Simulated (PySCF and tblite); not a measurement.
The numbers below are computed, except where a source is named.
3-hydroxy-1-fluorobenzene, C₆H₅FO, numbered as in [OH:1][c:2]1[cH:3][cH:4][cH:5][c:6]([F:7])[cH:8]1.

Search: ETKDG and KDG, MMFF94s, GFN2-xTB, 90 starts; geometries at PBE0-D3(BJ)/def2-SVP. Energies: CAM-B3LYP-D3(BJ)/def2-TZVP (IEF-PCM, chloroform), with GFN2-xTB thermal terms (modes under about 100 cm⁻¹ blended into free rotors). Symmetry numbers and mirror images are counted. Conformers within 3 kcal/mol (GFN2-xTB free energy) were kept, 8 at most. Codes: tblite and PySCF.

An NOE distance is ⟨r⁻⁶⟩^(−1/6) over all pairs of like atoms and, for the average, over conformers.

Torsions listed: H1–O1–C2–C3.

```csv
conformer,shape,weight %
1,0°,55.2
2,-179°,44.8
```

Problem. Which H–H contacts under 3.5 Å would NOEs report (pairs on one atom left out) at 298.15 K?

Solution. 
```json
{"pair": "H1 ··· H3", "in 1 (Å)": "2.28", "in 2 (Å)": "3.51", "average (Å)": "2.49"}
{"pair": "H3 ··· H4", "in 1 (Å)": "2.48", "in 2 (Å)": "2.50", "average (Å)": "2.49"}
{"pair": "H4 ··· H5", "in 1 (Å)": "2.51", "in 2 (Å)": "2.51", "average (Å)": "2.51"}
{"pair": "H1 ··· H8", "in 1 (Å)": "3.53", "in 2 (Å)": "2.31", "average (Å)": "2.60"}
```

Longer pairs under the limit may be missing.
